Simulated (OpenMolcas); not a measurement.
# Mn2+ in SrF2

Mn2+ with its 8 nearest fluoride ions at 2.354 Å, on the Sr site of SrF2 (a = 5.796 Å, distance in the model lattice 2.510 Å). The rest of the host is ab initio model potentials to 7.6 Å and point charges beyond; the distance is set by hand and nothing relaxes. Ligand basis ANO-RCC-VDZP.

```
Program             : OpenMolcas 26.06
Method              : CASSCF
Basis               : ANO-RCC-VTZP [6s5p3d2f1g]
Scalar Hamiltonian  : DKH2, point nucleus
Active space        : 5 electrons in 5 orbitals (3d)
State averaging     : 2S+1 = 6 even, 1 root; 2S+1 = 4 even, 24 roots; 2S+1 = 2 even, 75 roots
Spin-orbit coupling : state interaction with AMFI integrals over the reference wave functions
```

The lowest spin-free states (labels of O, the rotations of Oh), above the lowest:

```csv
State,Degeneracy,E (cm-1),Free-ion L (%)
6A1,1,0.0,S (100)
4T1,3,30460,G (82)
4T2,3,31798,G (99)
4A1,1,31808,G (100)
4E,2,31869,G (100)
4T1,3,38119,P (83)
4T2,3,39340,D (97)
4E,2,39519,D (100)
2T2,3,43501,I (80)
2T1,3,44394,I (91)
2A2,1,44437,I (89)
2T2,3,44933,I (93)
2A1,1,45237,I (100)
2E,2,45238,I (98)
2T2,3,49184,D (58)
2E,2,50797,D (86)
2T1,3,52062,F (87)
4A2,1,52749,F (100)
2A2,1,53282,F (89)
2T2,3,53416,F (47)
```

The lowest levels with spin-orbit coupling:

```json
{"E (cm-1)": "0.0", "Degeneracy": "6", "Label": "", "2S+1": "6", "g": ""}
{"E (cm-1)": "30429", "Degeneracy": "2", "Label": "Γ6", "2S+1": "4", "g": "2.94 2.94 2.94"}
{"E (cm-1)": "30440", "Degeneracy": "4", "Label": "Γ8", "2S+1": "4", "g": ""}
{"E (cm-1)": "30470", "Degeneracy": "2", "Label": "Γ7", "2S+1": "4", "g": "2.41 2.41 2.41"}
{"E (cm-1)": "30476", "Degeneracy": "4", "Label": "Γ8", "2S+1": "4", "g": ""}
{"E (cm-1)": "31763", "Degeneracy": "2", "Label": "Γ6", "2S+1": "4", "g": "2.71 2.71 2.71"}
{"E (cm-1)": "31770", "Degeneracy": "4", "Label": "Γ8", "2S+1": "4", "g": ""}
{"E (cm-1)": "31806", "Degeneracy": "4", "Label": "Γ8", "2S+1": "4", "g": ""}
{"E (cm-1)": "31810", "Degeneracy": "4", "Label": "Γ8", "2S+1": "4", "g": ""}
{"E (cm-1)": "31833", "Degeneracy": "2", "Label": "Γ7", "2S+1": "4", "g": "0.07 0.07 0.07"}
{"E (cm-1)": "31872", "Degeneracy": "2", "Label": "Γ7", "2S+1": "4", "g": "0.31 0.31 0.31"}
{"E (cm-1)": "31876", "Degeneracy": "2", "Label": "Γ6", "2S+1": "4", "g": "2.87 2.87 2.87"}
{"E (cm-1)": "31877", "Degeneracy": "4", "Label": "Γ8", "2S+1": "4", "g": ""}
{"E (cm-1)": "37973", "Degeneracy": "4", "Label": "Γ8", "2S+1": "4", "g": ""}
{"E (cm-1)": "37981", "Degeneracy": "2", "Label": "Γ7", "2S+1": "4", "g": "2.53 2.53 2.53"}
{"E (cm-1)": "38014", "Degeneracy": "4", "Label": "Γ8", "2S+1": "4", "g": ""}
{"E (cm-1)": "38083", "Degeneracy": "2", "Label": "Γ6", "2S+1": "4", "g": "2.66 2.66 2.66"}
{"E (cm-1)": "39218", "Degeneracy": "2", "Label": "Γ7", "2S+1": "4", "g": "4.14 4.14 4.14"}
{"E (cm-1)": "39344", "Degeneracy": "4", "Label": "Γ8", "2S+1": "4", "g": ""}
{"E (cm-1)": "39444", "Degeneracy": "2", "Label": "Γ6", "2S+1": "4", "g": "0.67 0.67 0.67"}
```

Powder χT (cm3 K/mol): 4.39 at 2 K, 4.39 at 10 K, 4.39 at 50 K, 4.39 at 100 K, 4.39 at 200 K, 4.39 at 300 K. The effective moment at 300 K is 2.828 √(χT) = 5.92 μB.

The lowest level has 2S+1 = 6, for which the spin-only value is χT = S(S+1) / 2 = 4.375 cm3 K/mol (g = 2). The computed 4.386 at 300 K differs by +0.011, little more than the free-electron g of 2.0023 accounts for.

Metal share of the active 3d orbitals (Löwdin): 98, 98, 98, 99, 99 %; Mulliken charge of the metal 1.76.

A least-squares ligand-field fit to the states below 45000 cm-1, each weighted by its degeneracy and with a free common offset, gives 10Dq = -3241 cm-1 (negative for this site), B = 1113 cm-1 and C = 4136 cm-1 (C/B = 3.72), with an rms deviation of 75 cm-1.

The same method and metal basis give the free ion B = 1117 cm-1 (fit to its terms below 60000 cm-1, rms deviation 53 cm-1), so the nephelauxetic ratio is β = 1113 / 1117 = 1.00; it hangs on how both fits weigh the states, and computed free-ion B values tend to be too large, so β mixes covalency with correlation.

Without dynamic correlation the repulsion within the d shell is too large (B by tens of per cent), so at a given field states of lower spin stand too high. Ligand-to-metal charge-transfer states are missing. With no ligand orbital active B as a rule stays too high, so bands that hang on it stand too high and its fall with covalency is understated. With metal d orbitals alone and no dynamic correlation 10Dq can be off by a tenth to a fifth, either way, in oxide and fluoride hosts. No measured value stands beside these numbers; the geometry was set by hand and not optimised.
